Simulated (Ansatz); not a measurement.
Reactions of `O[SiH](O)[SiH3]`.

Gas-phase electronic energies from Ansatz, PBE0-D4/def2-TZVP geometries. CCSD(T)/CBS is the MP2 limit (def2-TZVPP, def2-QZVPP) plus CCSD(T) − MP2 in def2-TZVPP, frozen cores. This one scheme is used for every species. def2 core potentials past Kr. For Se, Sn, Te outer-core shells are correlated without core-valence functions, which leaves a few kJ/mol of doubt a bond. Scalar relativity is left out up to krypton. Each species was taken in one conformer, which may not be the lowest.

(1) Order these by ΔE at CCSD(T)/CBS, lowest first. (An estimate is asked.)
A. `O[SiH](O)[SiH3]` + `CN[SiH3]` → `CN([SiH3])[SiH](O)O` + SiH₄
B. `O[SiH](O)[SiH3]` + CH₃OH → `OC[SiH](O)[SiH3]` + H₂O
C. `O[SiH](O)[SiH3]` + `[OH][AlH2]` → `O[SiH](O)[O][AlH2]` + SiH₄
D. `O[SiH](O)[SiH3]` + `C[O][SnH]([OH])[Cl]` → `C[O][SnH]([Cl])[O][SiH3]` + `O[SiH2]O`
E. `O[SiH](O)[SiH3]` + ethane → `CC[SiH](O)[SiH3]` + H₂O
F. `O[SiH](O)[SiH3]` + H₂Te → `O[SiH]([SiH3])[TeH]` + H₂O
G. `O[SiH](O)[SiH3]` + `N[SiH2][SeH]` → `N[SiH2][Se][SiH3]` + `O[SiH2]O`
H. `O[SiH](O)[SiH3]` + H₂ → `O[SiH2]O` + SiH₄

Largest T1 diagnostic: 0.013, for `C[O][SnH]([OH])[Cl]`.

Results:

(1) C (-155.0 kJ/mol), D (-118.0 kJ/mol), A (-92.8 kJ/mol), G (-78.8 kJ/mol), H (-31.0 kJ/mol), F (+29.5 kJ/mol), E (+109.8 kJ/mol), B (+119.4 kJ/mol).
